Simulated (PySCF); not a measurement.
F4Hf, charge -1, multiplicity 2. Atoms are numbered in the order given.

```xyz
5

Hf     0.0000     0.0000     0.0000
F      1.3577    -1.3577    -0.5154
F      1.3577     1.3577     0.5154
F     -1.3577    -1.3577     0.5154
F     -1.3577     1.3577    -0.5154
```
Charge -1, spin multiplicity 2.

The structure is a stationary point at r2SCAN-D4/def2-SVPD. The spin state was assumed, not searched. The isomer is the one that the SMILES or the coordinates give; other isomers of the formula were not compared. The def2 effective core potentials stand for the cores of Hf; spin–orbit coupling is left out.

The numbers are results of PBE/def2-SVPD (PySCF), not measurements.

Mulliken values depend strongly on the basis, most of all with diffuse functions as here. ESP charges are fitted to the potential on shells at 1.4 to 2.0 van der Waals radii. Atomic charges (e):

```csv
atom,Mulliken,ESP fit,Mulliken spin
Hf1,1.43,___,1.17
F2,-0.61,___,-0.04
F3,-0.61,___,-0.04
F4,-0.61,___,-0.04
F5,-0.61,___,-0.04
```

### Question
Complete the blanks. (An estimate is asked for; the answer gives what the named calculation found.)

### Answer

- Hf1, ESP fit: 0.74
- F2, ESP fit: -0.43
- F3, ESP fit: -0.43
- F4, ESP fit: -0.43
- F5, ESP fit: -0.43
